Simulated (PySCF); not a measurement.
## Calculated data, B$_{2}$GeH$_{6}$, B$_{3}$GeH$_{7}$, CH$_{8}$B$_{2}$Ge, B$_{2}$GeH$_{6}$O

Calculation on a computer-drawn molecule: the log of a Hartree-Fock and frozen-core CCSD(T) single point meant for a local Hartree-Fock minimum, with one planted fault or none, to be diagnosed. Offsets are logged minus clean, where the clean run is the same molecule without the fault. The reference is restricted for singlets and unrestricted otherwise, and also for a bond in bohr or an excited solution. Adding or removing an electron swaps singlet and doublet. The excited solution moves the top pair (singlet) or top alpha electron (doublet) to the lowest empty orbital. Highest occupied and lowest empty are orbital energies over both spins, largest force is the largest gradient component, triples share is (T) over the correlation energy, the T1 limit is 0.02 restricted and 0.045 unrestricted, electrons count all cores, a negative frequency is imaginary (commonest isotopes), and the dipole is about the centre of nuclear charge; on germanium a core potential holds 10 electrons, which the energies leave out, and 3d is frozen in MP2 and coupled-cluster steps. Program: PySCF 2.14.0.

Common to all runs: meant charge 0; meant multiplicity 1; meant basis cc-pVDZ; meant basis and core potential on germanium cc-pVDZ-PP ECP10MDF; logged SCF converged yes; logged CC converged yes; logged SCF stable within its kind yes; possible faults no fault, one electron removed, one electron added, multiplicity raised by two, geometry at a saddle point, SCF held on an excited solution, minimal basis STO-3G, one bond length entered in bohr, all coordinates scaled.

(1) 
```xyz
9
formula=B2GeH6 logged_electrons=48 logged_basis_functions=81 logged_spin_squared=2.0357 logged_highest_occupied=-7.1385 logged_lowest_empty=-1.5645 logged_largest_force=0.038872 logged_T1_diagnostic=0.026536 logged_D1_diagnostic=0.12741 logged_triples_share=0.026583 logged_dipole_magnitude=1.6685 logged_energy_HF=-346.05213 logged_energy_CCSD(T)=-346.37426 planted_fault=multiplicity_raised_by_two HF_energy_offset_from_clean_run=77.84 CCSD(T)_energy_offset_from_clean_run=81
B      1.8170     0.7883    -0.7133
B      1.4989     2.4113    -0.9341
Ge     0.6007     3.5950     0.5467
H      1.0026    -0.0541    -0.9878
H      2.8572     0.4115    -0.2396
H      1.7676     2.9845    -1.9561
H      1.5197     4.7751     0.8972
H     -0.7228     4.1664     0.0153
H      0.2941     2.8387     1.8477
```

Units: logged_highest_occupied, logged_lowest_empty in eV; logged_largest_force in hartree/bohr; logged_dipole_magnitude in debye; logged_energy_HF, logged_energy_CCSD(T) in hartree; HF_energy_offset_from_clean_run, CCSD(T)_energy_offset_from_clean_run in kcal/mol.

Drawn bonds:
```tsv
atom	other atom	order
1	2	1
2	3	1
1	4	1
1	5	1
2	6	1
3	7	1
3	8	1
3	9	1
```

(2) 
```xyz
11
formula=B3GeH7 logged_electrons=55 logged_basis_functions=100 logged_spin_squared=0.7614 logged_highest_occupied=-0.41443 logged_lowest_empty=6.5715 logged_largest_force=0.035741 logged_T1_diagnostic=0.056911 logged_D1_diagnostic=0.35311 logged_triples_share=0.031048 logged_dipole_magnitude=3.8998 logged_energy_HF=-371.40093 logged_energy_CCSD(T)=-371.84808 planted_fault=one_electron_added HF_energy_offset_from_clean_run=18.34 CCSD(T)_energy_offset_from_clean_run=2.847
B     -0.5835     0.6341     0.4775
B      0.5819     1.6950    -0.0449
B      0.5571     3.3541    -0.1020
Ge     2.3772     0.7995    -0.7120
H     -1.4095     0.2028    -0.2832
H     -0.6125     0.2396     1.6132
H      0.1539     3.9311    -1.0774
H      0.9734     4.0218     0.8075
H      3.3063     0.6718     0.5036
H      3.0915     1.6419    -1.7769
H      2.1518    -0.6020    -1.2943
```

Units: logged_highest_occupied, logged_lowest_empty in eV; logged_largest_force in hartree/bohr; logged_dipole_magnitude in debye; logged_energy_HF, logged_energy_CCSD(T) in hartree; HF_energy_offset_from_clean_run, CCSD(T)_energy_offset_from_clean_run in kcal/mol.

Drawn bonds:
```tsv
atom	other atom	order
1	2	1
2	3	1
2	4	1
1	5	1
1	6	1
3	7	1
3	8	1
4	9	1
4	10	1
4	11	1
```

Notes: T1 above single-reference limit.

(3) 
```xyz
12
formula=CH8B2Ge logged_electrons=56 logged_basis_functions=105 logged_spin_squared=0 logged_highest_occupied=-10.038 logged_lowest_empty=2.1368 logged_largest_force=0.024238 logged_T1_diagnostic=0.012485 logged_D1_diagnostic=0.034126 logged_triples_share=0.026297 logged_dipole_magnitude=1.2383 logged_energy_HF=-385.21768 logged_energy_CCSD(T)=-385.7037 planted_fault=all_coordinates_scaled,by_-3.0_% HF_energy_offset_from_clean_run=5.707 CCSD(T)_energy_offset_from_clean_run=7.571
B     -0.2564    -0.2205     1.7518
B      0.2760    -0.3331     0.2202
C      1.7309    -0.1694    -0.2475
Ge    -1.1259    -0.8073    -1.1979
H     -0.6925     0.7783     2.1725
H     -0.2785    -1.1453     2.4650
H      2.1438    -1.1540    -0.2240
H      1.8372     0.1735    -1.2447
H      2.3322     0.4276     0.3890
H     -1.3465     0.3743    -2.0832
H     -0.6439    -1.9268    -2.0588
H     -2.4536    -1.2047    -0.6484
```

Units: logged_highest_occupied, logged_lowest_empty in eV; logged_largest_force in hartree/bohr; logged_dipole_magnitude in debye; logged_energy_HF, logged_energy_CCSD(T) in hartree; HF_energy_offset_from_clean_run, CCSD(T)_energy_offset_from_clean_run in kcal/mol.

Drawn bonds:
```tsv
atom	other atom	order
1	2	1
2	3	1
2	4	1
1	5	1
1	6	1
3	7	1
3	8	1
3	9	1
4	10	1
4	11	1
4	12	1
```

(4) 
```xyz
10
formula=B2GeH6O logged_electrons=56 logged_basis_functions=95 logged_spin_squared=0 logged_highest_occupied=-9.7879 logged_lowest_empty=1.7579 logged_largest_force=0.053704 logged_T1_diagnostic=0.014177 logged_D1_diagnostic=0.046442 logged_triples_share=0.024275 logged_dipole_magnitude=2.4787 logged_energy_HF=-421.08248 logged_energy_CCSD(T)=-421.59321 planted_fault=all_coordinates_scaled,by_-4.8_% HF_energy_offset_from_clean_run=13.78 CCSD(T)_energy_offset_from_clean_run=17.28
B     -1.8310     1.6217     1.8036
B     -1.3543     0.6604     0.5953
O     -1.3917     0.8610    -0.6785
Ge    -0.5791    -1.1292     1.1172
H     -2.8818     1.5412     2.2528
H     -1.1007     2.3338     2.3250
H     -1.7348     1.6552    -0.9283
H      0.7947    -1.2595     0.6309
H     -1.3648    -2.2214     0.5423
H     -0.5466    -1.3356     2.5677
```

Units: logged_highest_occupied, logged_lowest_empty in eV; logged_largest_force in hartree/bohr; logged_dipole_magnitude in debye; logged_energy_HF, logged_energy_CCSD(T) in hartree; HF_energy_offset_from_clean_run, CCSD(T)_energy_offset_from_clean_run in kcal/mol.

Drawn bonds:
```tsv
atom	other atom	order
1	2	1
2	3	1
2	4	1
1	5	1
1	6	1
3	7	1
4	8	1
4	9	1
4	10	1
```
